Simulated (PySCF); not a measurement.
## Worked example: oscillator strength and radiative lifetime

C₄H₆BrF, SMILES F/C=C/CCBr.

Geometry optimised at PBE0-D3(BJ)/def2-SVP. The structure was generated by enumeration; whether it is a known compound was not checked. The values are those of a single conformer.

TDA-B3LYP/def2-SVPD run with PySCF puts the first singlet state with f over 0.02 at 7.29 eV (vertical), with the transition dipole (0.000, 0.000, 0.371) in atomic units.

### Question
Find the oscillator strength, the wavelength and the radiative lifetime that this transition would have in vacuum if emission retraced absorption.

### Answer

|μ|² = 0.1376 au, so |μ| = 0.94 D. ΔE = 7.29/27.211 = 0.2679 hartree. f = (2/3) ΔE |μ|² = 0.025 (the program prints 0.025).
λ = 1239.84/7.29 = 170 nm; ν = 58798 cm⁻¹.
Einstein's coefficient A = 0.6670 ν² f s⁻¹ (ν in cm⁻¹) = 5.7e7 s⁻¹, so τ = 1/A = 18 ns. This state is S8; the lower singlets have f = 0.000, 0.000, 0.001, 0.020, 0.009, 0.001, 0.001. The figure is the radiative limit of this one transition; relaxation, internal conversion, crossing to triplets and a medium change what is measured.
